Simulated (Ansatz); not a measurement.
Species: CH₅BNO₂, charge 0, multiplicity 2. It need not be the lowest isomer of its formula. 
Coordinates optimised at B3LYP-D3(BJ)/def2-TZVP (Ansatz, a program for electronic structure):
```xyz
10

C      1.8460    -0.7063     0.3859
N      0.9293     0.3086     0.1974
B     -0.4662     0.1873    -0.0935
O     -1.1195    -1.0178    -0.1831
O     -1.1694     1.3486    -0.2906
H      1.5961    -1.7044     0.0605
H      2.8742    -0.4512     0.5800
H      1.2822     1.2454     0.3184
H     -0.5873    -1.7820     0.0534
H     -2.1036     1.1866    -0.4523
```
Charge 0, spin multiplicity 2.

Basis-set convergence of Hartree-Fock and MP2 correlation energies (hartree) with Ansatz. Correlated levels leave the core frozen unless marked. Open shells are spin-unrestricted. No spin-orbit coupling. No relativistic terms.

| basis | functions | E(HF) | E(corr, MP2) |
|---|---|---|---|
| cc-pVDZ | 95 | -269.76792 | -0.73762 |
| cc-pVTZ | 220 | -269.85715 | -0.93154 |
| cc-pVQZ | 425 | -269.87797 | -1.00101 |

Extrapolating the two largest sets (X = 3 and 4) as X^-3: E(corr) = (64·(-1.00101) - 27·(-0.93154))/37 = -1.0517 Eh, an estimate of the basis-set limit. The largest set recovers 95.2 % of it, the smallest 70.1 %.
